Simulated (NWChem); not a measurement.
# SiH3O2Cl; SMILES Cl[SiH](O)O

```xyz
7

Si    -0.0216     0.4669     0.4064
O     -1.3169     1.2407    -0.2364
O      1.3621     1.1484    -0.1789
Cl     0.0211    -1.5393    -0.1177
H     -0.1683     0.5522     1.8710
H     -1.3123     1.3969    -1.1861
H      2.1238     0.5732    -0.2951
```
Atoms are numbered in this order, from 1.

Computed with NWChem. Geometry optimised at PBE0/def2-SVP; all other runs use it. 

| quantity | level | value |
|---|---|---|
| cavity-dispersion-structure term (kcal/mol) in water | PBE0/def2-SVP, SMD | 2.2 |
| isotropic polarisability (bohr³), static | B3LYP/def2-SVPD | 47.5 |
| vertical ionisation energy, ΔSCF (eV) | B3LYP/def2-SVP | [?] |
| vertical, lowest excitation, singlet (eV) | B3LYP/def2-SVPD, TDA | 7.79 |
| dipole (D) | PBE0/def2-SVP | [?] |
| highest harmonic frequency (cm⁻¹) | PBE0/def2-SVP | [?] |

Q: Some entries are withheld; supply them.

A: 
- vertical ionisation energy, ΔSCF (eV), value: 11.25
- dipole (D), value: 1.55
- highest harmonic frequency (cm⁻¹), value: 3939
